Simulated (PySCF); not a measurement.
From one molecule to another.

First species: C6H7FSi.
Numbering: `[F:1][C@:2]1([C:3]#[C:4][SiH3:5])[CH:6]=[CH:7][CH2:8]1` (hydrogens: H9, H10, H11 on Si5; H12 on C6; H13 on C7; H14, H15 on C8)

Second species: C₇H₇N₂ (charge +1).
Bonds: C1–C2, C2–C3 (aromatic), C3–C4 (aromatic), C4–C5 (aromatic), C5–C6 (aromatic), C6–C7, C7–N8 (triple), C6–N9 (aromatic), C2–N9 (aromatic). Hydrogens: H10, H11, H12 on C1; H13 on C3; H14 on C4; H15 on C5; H16 on N9.

Levels: CAM-B3LYP/def2-SVPD for HOMO energy, LUMO energy, HOMO–LUMO gap, static isotropic polarisability and electronic spatial extent ⟨r²⟩ about the centre of nuclear charge; TDDFT CAM-B3LYP/def2-SVPD for lowest singlet excitation; TDA CAM-B3LYP/def2-SVPD for lowest triplet excitation (Tamm–Dancoff); GFN2-xTB for rotational constant A and rotational constant C. Geometries: GFN2-xTB. Each species is one conformer at its optimised geometry, gas phase, non-relativistic unless stated. Electronic properties by PySCF.

Values for the first species:

| Item | Value |
| --- | --- |
| HOMO energy | -9.06 eV |
| LUMO energy | 0.38 eV |
| HOMO–LUMO gap | 9.44 eV |
| Lowest singlet excitation | 5.63 eV |
| Lowest triplet excitation (Tamm–Dancoff) | 4.28 eV |
| Static isotropic polarisability | 94.9 au |
| Electronic spatial extent ⟨r²⟩ about the centre of nuclear charge | 1608 bohr² |
| Rotational constant A | 3.966 GHz |
| Rotational constant C | 0.709 GHz |

Estimate the same properties for the second species, and the change in each.

| property | first | second | second less first |
| --- | --- | --- | --- |
| HOMO energy | -9.06 eV | -14.17 eV | -5.11 eV |
| LUMO energy | 0.38 eV | -6.40 eV | -6.78 eV |
| HOMO–LUMO gap | 9.44 eV | 7.77 eV | -1.67 eV |
| lowest singlet excitation | 5.63 eV | 4.96 eV | -0.67 eV |
| lowest triplet excitation (Tamm–Dancoff) | 4.28 eV | 3.46 eV | -0.82 eV |
| static isotropic polarisability | 94.9 au | 87.3 au | -7.6 au |
| electronic spatial extent ⟨r²⟩ about the centre of nuclear charge | 1608 bohr² | 1194 bohr² | -414 bohr² |
| rotational constant A | 3.966 GHz | 3.237 GHz | -0.729 GHz |
| rotational constant C | 0.709 GHz | 0.916 GHz | +0.207 GHz |

On the first: The principal polarisabilities are 76.4, 81.1 and 127.1 au; their mean is the isotropic value. No computed singlet falls in the visible range (750 to 380 nm, 1.65 to 3.26 eV); S1 lies 2.37 eV above its blue end. GFN2-xTB frequencies show an imaginary mode (38i cm⁻¹), so this geometry is no minimum at that level.

On the second: The principal polarisabilities are 49.6, 90.4 and 122.1 au; their mean is the isotropic value. No computed singlet falls in the visible range (750 to 380 nm, 1.65 to 3.26 eV); S1 lies 1.70 eV above its blue end.
